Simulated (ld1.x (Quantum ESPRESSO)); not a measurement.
## Al: excitation energies, all-electron against PAW

aluminium (Al), PAW, made with ld1.x (Quantum ESPRESSO) 7.5 (LDA (PZ), scalar-relativistic). Core [Ne], reference 3s2 3p0.75 (charge +0.25). Waves: 3s (bound): rcut 1.85, rcutus 2.15 bohr; 3s channel at 3.8 Ry: rcut 1.85, rcutus 2.15 bohr; 3p (bound): rcut 1.55, rcutus 1.95 bohr; 3p channel at 3.25 Ry: rcut 1.55, rcutus 1.95 bohr; 3d channel at -0.1 Ry: rcut 1.45, rcutus 1.65 bohr. Local part: all-electron potential smoothed inside 1.75 bohr (lloc = -1). Core correction: Bessel-smoothed model core inside 0.95 bohr. Augmentation charge: PSQ, inside the norm-conserving radii.

Energies are relative to the spin-unpolarised reference configuration 3s2 3p0.75; without spin polarisation the order of configurations can differ from experiment. Spin-polarised rows fill each open shell by Hund’s rule, majority spin first.

```json
{"valence configuration": "3s2 3p1", "charge": "0", "ΔE all-electron (eV)": "-0.875", "error AE − PS (meV)": "0.0"}
{"valence configuration": "3s2 3p0", "charge": "+1", "ΔE all-electron (eV)": "4.972", "error AE − PS (meV)": "-0.9"}
{"valence configuration": "3s1 3p0", "charge": "+2", "ΔE all-electron (eV)": "24.349", "error AE − PS (meV)": "-24"}
{"valence configuration": "3s1 3p1", "charge": "+1", "ΔE all-electron (eV)": "10.791", "error AE − PS (meV)": "-3.8"}
{"valence configuration": "3s1 3p2", "charge": "0", "ΔE all-electron (eV)": "4.280", "error AE − PS (meV)": "-1.0"}
{"valence configuration": "3s2 3p0.5", "charge": "+0.5", "ΔE all-electron (eV)": "1.250", "error AE − PS (meV)": "-0.1"}
{"valence configuration": "3s2 3p1.3", "charge": "-0.3", "ΔE all-electron (eV)": "-1.473", "error AE − PS (meV)": "+0.1"}
{"valence configuration": "3s2 3p0.75 (spin-polarised)", "charge": "+0.25", "ΔE all-electron (eV)": "-0.085", "error AE − PS (meV)": "-0.1"}
{"valence configuration": "3s2 3p1 (spin-polarised)", "charge": "0", "ΔE all-electron (eV)": "-1.011", "error AE − PS (meV)": "0.0"}
```

Levels in the configuration 3s2 3p1.3:

```
level  all-electron (eV)  pseudo (eV)
   3s             -6.082       -6.082
   3p             -1.233       -1.233
```
